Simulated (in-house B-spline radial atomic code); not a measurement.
Spin-orbit splittings of orbital energies (j = l + 1/2 less j = l - 1/2) and ratios of mean radii (lower j over upper j) along the 64-electron series, configuration [Xe] 4f10. Computed with an all-electron radial atomic-structure program (B-spline basis): Dirac-Hartree-Fock, average of the configuration, finite nuclei.

| ion | Z | splitting of 4f (eV) | radius ratio of 4f | splitting of 5p (eV) | radius ratio of 5p | splitting of 4p (eV) | radius ratio of 4p |
| --- | --- | --- | --- | --- | --- | --- | --- |
| Dy2+ | 66 | 0.9717 | 0.98244 | 5.002 | 0.93842 | 38.239 | 0.94955 |
| Ho3+ | 67 | 1.1111 | 0.98596 | 5.8103 | 0.94112 | 41.44 | 0.94809 |
| Er4+ | 68 | 1.2771 | 0.98757 | 6.7434 | 0.94288 | 44.9 | 0.94666 |
